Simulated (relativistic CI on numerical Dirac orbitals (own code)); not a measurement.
Hyperfine structure of Ca XIV, mass number 43

Computed by Dirac-Coulomb-Breit CI, separate exchange-only KLI orbitals for each configuration, a model potential for QED, unscaled Slater integrals (own radial code, finite nucleus).

Configuration list (outside the closed core 1s2): 2s²2p³, 2s2p⁴, 2p⁵, 2p⁴3s, 2p⁴3p, 2s²2p²3s, 2p⁴3d, 2s²2p²3p, 2s²2p²3d, 2s2p³3s, 2s2p³3p, 2s2p³3d, 2s²2p²4s, 2s²2p²4p, 2s²2p²4d, 2s²2p²4f. Levels of other configurations are missing.

Nuclear spin I = 7/2, μ = -1.31733 μN, Q = -0.0408 b (tables of Stone and Pyykkö). The electronic factors are computed for point nuclear moments, without core polarisation or the Bohr-Weisskopf and QED corrections.

| Level | E (eV) | A (MHz) | B (MHz) |
| --- | --- | --- | --- |
| 2s²2p³ ²D°3/2 | 13.6442 | -4628 | -717 |
| 2s²2p³ ²D°5/2 | 14.6068 | -7873 | 6.19 |
| 2s²2p³ ²P°1/2 | 21.7033 | -21830 |  |
| 2s²2p³ ²P°3/2 | 23.0691 | -4516 | 737 |
| 2s2p⁴ ⁴P5/2 | 64.1175 | -18380 | -836 |
| 2s2p⁴ ⁴P3/2 | 66.5988 | -16910 | 670 |
| 2s2p⁴ ⁴P1/2 | 67.7476 | -36760 |  |
| 2s2p⁴ ²D3/2 | 89.3614 | 5445 | 1170 |

Levels with J = 0, under 50 % of one LS term, or S terms without an open s electron are left out. Small factors come from cancelling terms and can be off by tens of per cent or more.

At this charge energies of transitions that change n are usually good to better than 1 %, and those within a shell (Δn = 0) to a few per cent.

Give the hyperfine levels of 2s²2p³ ²D°5/2 relative to its centre of gravity.

With K = F(F + 1) − I(I + 1) − J(J + 1), E = AK/2 + B[¾K(K + 1) − I(I + 1)J(J + 1)]/[2I(2I − 1)J(2J − 1)]: F = 1: 88580, F = 2: 72830, F = 3: 49210, F = 4: 17710, F = 5: -21650, F = 6: -68890 MHz.

LS names give the leading component of a level, which can be under half, so a name can repeat, a term be missing and a line seem to break the LS rules.
